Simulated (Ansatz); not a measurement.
Cartesian coordinates in Å:
```
C -0.080 -1.373 -0.175
S 1.112 -0.215 0.562
Ga 0.172 1.733 0.258
H 0.412 -1.922 -0.977
H -0.947 -0.851 -0.577
H -0.407 -2.077 0.590
H -1.214 1.730 -0.468
H 0.952 2.975 0.787
```

The species carries charge 0 and has multiplicity 1.

Q: List the ωB97M-V/def2-TZVPP orbital energies in eV (the Gaussian-basis code of Ansatz). (Best estimate.)

A: Ansatz gave: Occupied: -10153.70, -2426.52, -1257.23, -1111.41, -1111.32, -1111.30, -282.13, -220.47, -163.58, -163.48, -163.43, -154.56, -107.06, -106.82, -106.77, -26.18, -26.04, -25.98, -25.98, -25.90, -24.18, -20.24, -15.49, -14.49, -14.18, -12.50, -10.98, -10.09, -9.27. Lowest empty: 0.33, 2.22, 2.63, 2.82, 4.10, 4.56, 4.83, 5.29.
